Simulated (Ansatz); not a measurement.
Cost and result for the atomization energy of `[OH][In]([F])[O][SiH3]` (9 atoms, 8 bonds).

```xyz
9

O    -2.480   -0.832    1.816
In   -0.916   -0.784    0.644
F    -0.197   -2.478    0.014
O    -0.005    0.827    0.044
Si    1.289    1.163   -0.904
H    -2.762   -1.737    1.980
H     2.530    0.545   -0.360
H     1.456    2.638   -0.944
H     1.085    0.657   -2.290
```

Charge 0, multiplicity 1. Correlated methods include outer-core shells of In, which these sets cover unevenly. In takes the def2 core potential. All single points use the PBE0-D4/def2-TZVP geometry. It is one conformer, not always the lowest. Program: Ansatz. All runs use 4 threads of an Arm Neoverse V1 on a shared host. Times are those of one run each, without the atoms' runs, and a repeat can differ threefold. Electronic energies, without spin–orbit coupling; frozen cores. CCSD(T)/CBS adds CCSD(T) − MP2 in def2-TZVPP to the MP2 limit, and its time is that of the two runs behind it. T1 = 0.017. With those shells the extrapolation isn't a true limit. HSE06 is the plane-wave form, built on full-range PBE exchange.

CCSD(T)/CBS is a level of theory with its own doubt, some kJ/mol a heavy atom from the limit and from the frozen cores, so smaller differences don't rank the functionals.

| level | functions | wall time |
| --- | --- | --- |
| LDA (SPW92)/def2-TZVPP | 241 | 1.4 s |
| revPBE-D4/def2-TZVPP | 241 | 2.3 s |
| PBE-D4/def2-TZVPP (with forces) | 241 | 2.7 s |
| HSE06-D4/def2-TZVPP | 241 | 3.5 s |
| r2SCAN-D4/def2-TZVPP (with forces) | 241 | 6 s |
| r2SCANh-D4/def2-TZVPP | 241 | 6 s |
| B2PLYP/def2-TZVPP | 241 | 6.5 s |
| PBE-QIDH/def2-TZVPP | 241 | 6.5 s |
| CCSD(T)/def2-SVP | 106 | 8 s |
| ωB97X-V/def2-TZVPP | 241 | 9 s |
| MP2/def2-QZVPP | 443 | 19 s |
| CCSD(T)/def2-TZVPP | 241 | 4.2 min |
| CCSD(T)/CBS(def2) | – | 4.5 min |

What atomization energy does each give, and how far from CCSD(T)/CBS? (An estimate is asked.)

The calculation gave: 
```tsv
level	atomization (kcal/mol)	difference from CCSD(T)/CBS	per bond
LDA (SPW92)/def2-TZVPP	801.6	94.7	11.8
revPBE-D4/def2-TZVPP	679.1	-27.8	-3.5
PBE-D4/def2-TZVPP (with forces)	700.9	-6.0	-0.7
HSE06-D4/def2-TZVPP	681.1	-25.8	-3.2
r2SCAN-D4/def2-TZVPP (with forces)	697.1	-9.8	-1.2
r2SCANh-D4/def2-TZVPP	688.4	-18.5	-2.3
B2PLYP/def2-TZVPP	687.0	-19.9	-2.5
PBE-QIDH/def2-TZVPP	683.3	-23.6	-3.0
CCSD(T)/def2-SVP	640.2	-66.7	-8.3
ωB97X-V/def2-TZVPP	702.2	-4.7	-0.6
MP2/def2-QZVPP	715.7	8.8	1.1
CCSD(T)/def2-TZVPP	680.6	-26.3	-3.3
CCSD(T)/CBS(def2)	706.9	0.0	0.0
```

From BLYP to BHLYP (50 % exact exchange), in def2-TZVPP and without D4, the atomization energy moves by −28.0 kcal/mol: exact exchange takes away binding that semilocal exchange gives to molecules. At CCSD(T), def2-SVP lies −66.7 kcal/mol from the extrapolated value and def2-TZVPP −26.3 kcal/mol: correlation converges slowly with the basis, and small sets miss more of it in the bonded molecule than in its fragments. In def2-TZVPP, CCSD(T) changes the Hartree–Fock value by +202.3 kcal/mol (the triples alone add +13.1 kcal/mol) and MP2 by +221.2 kcal/mol; breaking electron pairs costs correlation energy, which Hartree–Fock lacks.

Spin–orbit coupling would lower the free In atoms strongly, and the atomization energy with them, by more than many differences here.
